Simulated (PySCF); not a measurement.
Vertical excitations of a molecule CH₇BO₂Si from TDDFT-ωB97X/def2-SVPD (PySCF), as energy in eV (oscillator strength): 6.82 (0.027), 7.61 (0.014), 7.92 (0.063), 8.32 (0.021), 8.51 (0.039), 8.77 (0.014), 8.89 (0.009), 8.90 (0.078), 8.92 (0.146), 9.07 (0.078). Lowest triplet (TDA): 5.70 eV. Geometry optimised at r2SCAN-D4/def2-SVP. One conformer was computed; it need not be the lowest.

Problem. Pick the molecule that these values belong to.
A. OB(O)C[SiH3]
B. C[SiH2]B(O)O
C. COBO[SiH3]
D. CB(O)O[SiH3]

Solution. B, C[SiH2]B(O)O
